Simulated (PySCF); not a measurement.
Species: C₆H₉NO.
SMILES: `N#CC[C@@H]1CCCO1`

The calculation used PySCF 2.14.0, density-fitted response routines, TDDFT B3LYP/def2-SVPD, vertical, gas phase, core orbitals frozen in the response. The structure is a single GFN2-xTB conformer in the gas phase; no vibrational or solvent corrections.

Orbital energies (eV): HOMO-3 -9.41, HOMO-2 -9.31, HOMO-1 -9.08, HOMO -7.40, LUMO -0.04, LUMO+1 0.64, LUMO+2 0.68.

Computed singlets:

```csv
state,E (eV),f
S1,6.45,0.013
S2,7.07,0.0057
S3,7.19,0.0084
S4,7.33,0.012
S5,7.68,0.022
S6,7.76,0.0017
S7,7.79,0.0028
S8,8.14,0.0011
```

Problem. Assign a leading configuration to S1, S2 and S3 and set E beside the orbital difference Δε.

Solution. 

```json
{"state": "S1", "leading configuration": "HOMO→LUMO", "weight": "0.98", "Δε (eV)": "7.36", "E (eV)": "6.45", "E − Δε (eV)": "-0.92", "f": "0.013", "other configurations": "–"}
{"state": "S2", "leading configuration": "HOMO→LUMO+1", "weight": "0.70", "Δε (eV)": "8.04", "E (eV)": "7.07", "E − Δε (eV)": "-0.97", "f": "0.0057", "other configurations": "H→L+2 (18%)"}
{"state": "S3", "leading configuration": "HOMO→LUMO+2", "weight": "0.69", "Δε (eV)": "8.09", "E (eV)": "7.19", "E − Δε (eV)": "-0.90", "f": "0.0084", "other configurations": "H→L+1 (24%)"}
```

E − Δε runs from -0.97 to -0.90 eV. Among themselves, these states come in the order of their orbital differences.

H and L stand for HOMO and LUMO. The other states: S4 7.33 eV, f 0.012, H→L+3 (87%), H→L+2 (9%); S5 7.68 eV, f 0.022, H→L+4 (97%); S6 7.76 eV, f 0.0017, H-1→L (34%), H→L+5 (18%), H-2→L (10%); S7 7.79 eV, f 0.0028, H→L+5 (77%), H-1→L (10%); S8 8.14 eV, f 0.0011, H-3→L (31%), H-3→L+1 (15%), H-1→L+1 (11%).

Triplets (Tamm–Dancoff): T1 6.20 eV, H→L (70%); T2 6.62 eV, H→L (25%), H-2→L+1 (12%), H-1→L+1 (9%); T3 6.83 eV, H→L+1 (36%), H→L+2 (20%).

Summed over the main configurations (up to three a state, each over 8%) of all 8 singlets, the electron leaves HOMO with weight 5.67, HOMO-1 with weight 0.55, HOMO-3 with weight 0.47 and HOMO-2 with weight 0.10.

Hardware: Arm Neoverse V1, one thread, shared host with 64 logical CPUs at a one-minute load of 15. Cost: 53 s wall, 0.95 GiB resident at most.
